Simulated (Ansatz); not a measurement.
C2H7AlOSi can be A, `[SiH3][Al]1[CH2]C[O]1`, or B, `[CH2]1OC[SiH2][AlH]1`.

Gas-phase electronic energies from Ansatz, PBE0-D4/def2-TZVP geometries. CBS: MP2 limit from def2 TZ/QZ plus the TZ coupled-cluster correction, frozen cores. Functionals use def2-TZVPP. B3LYP here is the variant with VWN-RPA as its local correlation; programs differ in this.

**Question.** Which is lower in electronic energy at CCSD(T)/CBS, and by how much? (An estimate is asked.)

**Answer.** Computed: A, by 170.6 kJ/mol.

**Question.** Give E(B) − E(A) in kJ/mol with B3LYP, r2SCAN-D4, ωB97M-V, HF/def2-TZVPP, B3LYP-D4, MP2/def2-TZVPP, CCSD/def2-TZVPP. (Best estimate.)

**Answer.** The calculation gave: B3LYP 171.4, r2SCAN-D4 168.5, ωB97M-V 165.9, HF/def2-TZVPP 176.3, B3LYP-D4 163.9, MP2/def2-TZVPP 179.8, CCSD/def2-TZVPP 174.1. None reverses the order clearly.

Largest T1 diagnostic: 0.014.

The D4 term adds −7.5 kJ/mol with B3LYP and −3.8 kJ/mol with PBE0; it sums over pairs of atoms, weighted by their polarisabilities, and B3LYP, whose exchange is more repulsive, gets the larger term.
